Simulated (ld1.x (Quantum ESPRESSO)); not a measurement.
# scandium (Sc), TM: configuration errors across variants

- Element: scandium (Sc)
- Generator: ld1.x (Quantum ESPRESSO) 7.5
- Type: norm-conserving Troullier–Martins (Kleinman–Bylander form)
- Functional: Wu–Cohen
- Relativity: scalar-relativistic
- Frozen core: [Ar]
- Valence charge: 3
- Reference configuration: 3d1.5 4s1.5 4p0
- Partial waves: 4p (bound, empty): rc 3.10 bohr; 3d (bound): rc 2.35 bohr; 4s (bound): rc 2.20 bohr
- Local potential: the s channel
- Core correction: Bessel-smoothed model core inside 1.85 bohr

All-electron excitation energies from the reference (eV): (1) 3d1 4s2 4p0 -0.677; (2) 3d1 4s1 4p0 6.227; (3) 3d1 4s0 4p0 18.813; (4) 3d1 4s1 4p1 2.126; (5) 3d2 4s1 4p0 0.987; (6) 3d1 4s0 4p1 9.641; (7) 3d0 4s2 4p0 7.737.

4 further variants failed, have other tests or another functional or relativity, and are left out.

Errors AE − PS in meV (a dash: test not solved or not reliable):

| change | (1) | (2) | (3) | (4) | (5) | (6) | (7) | bound ghosts |
| --- | --- | --- | --- | --- | --- | --- | --- | --- |
| base | -20 | -20 | -123 | -51 | -18 | -105 | +50 | none |
| local potential all-electron potential smoothed inside 2.75 bohr (lloc = -2) | -18 | -15 | -111 | -44 | -16 | -74 | +48 | none |
| all radii but the core radius scaled by about 1.05 (s 2.30, p 3.26, d 2.46 bohr) | -22 | -25 | -117 | -51 | -19 | -97 | -71 | none |
| core correction Bessel-smoothed model core inside 0.86 bohr | -21 | -20 | -123 | -52 | -18 | -106 | +38 | none |
| wave 4p (bound): rc 3.10 bohr becomes 4p (bound): rc 4.24 bohr | -20 | -20 | -123 | -51 | -18 | -104 | +50 | none |

Problem. Give the same row for: wave 3d (bound): rc 2.35 bohr becomes 3d (bound): rc 1.52 bohr.

Solution. -38, -31, -131, -67, -27, -118, -191; bound ghosts: none.
